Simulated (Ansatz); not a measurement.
`[OH][In]([SH])[SeH]` → 3 H• + In• + O• + S• + Se•  (atomization)

Isolated molecules relaxed with PBE0-D4/def2-TZVP in Ansatz; ΔE leaves out vibrations. CBS: MP2 limit from def2 TZ/QZ plus the TZ coupled-cluster correction, frozen cores. This one scheme is used for every species, atoms too. For atomizations the MP2-based limit and the directly extrapolated one differ by several kJ/mol either way, and by 10 to 25 for some Ge, Se and Sn compounds, so smaller differences from it don't rank the levels. DFT in def2-TZVPP. HSE06 is defined as in plane-wave codes. No spin–orbit coupling; open shells (•) take unrestricted orbitals. Spin–orbit coupling would lower the free atoms: a little for O, S; clearly for Se; strongly for In. Elements past krypton have def2 core potentials. Bonds to In, Se are less sure, by a few kJ/mol each and by 10 to 20 or more in all where they break to atoms, as the def2 sets lack core-valence functions. Scalar relativity is left out up to krypton. One conformer a species, not always the lowest.

`[OH][In]([SH])[SeH]`:

```xyz
7

O    -0.313    0.721    1.846
In   -0.067   -0.008    0.022
S     2.134    0.228   -0.816
Se   -1.973   -1.061   -1.193
H    -1.207    0.624    2.183
H     2.542    0.833    0.313
H    -1.117   -1.336   -2.355
```

```csv
level,ΔE (kcal/mol),difference from CCSD(T)/CBS
r2SCAN0-D4,459.8,-17.5
HSE06-D4,464.9,-12.4
ωB97X-V,473.7,-3.6
ωB97M-V,470.2,-7.1
r2SCAN0,458.6,-18.7
HF/def2-SVP,297.2,-180.1
MP2/def2-SVP,435.6,-41.7
SCS-MP2/def2-TZVPP,460.0,-17.3
SCS-MP2/def2-QZVPP,472.8,-4.5
MP2/CBS(def2),486.1,8.8
CCSD(T)/CBS,477.3,0
```

Largest T1 diagnostic among the species: 0.015.

From PBE to PBE0 (25 % exact exchange), in def2-TZVPP and without D4, ΔE moves by −12.1 kcal/mol: exact exchange takes away binding that semilocal exchange gives to molecules. At CCSD(T), def2-SVP lies −51.0 kcal/mol from the extrapolated value and def2-TZVPP −19.9 kcal/mol: correlation converges slowly with the basis, and small sets miss more of it in the bonded molecule than in its fragments. The D4 term adds +6.6 kcal/mol with B3LYP and +3.5 kcal/mol with PBE0; it sums over pairs of atoms, weighted by their polarisabilities, and B3LYP, whose exchange is more repulsive, gets the larger term.

B3LYP here is the variant with VWN-RPA as its local correlation; programs differ in this.
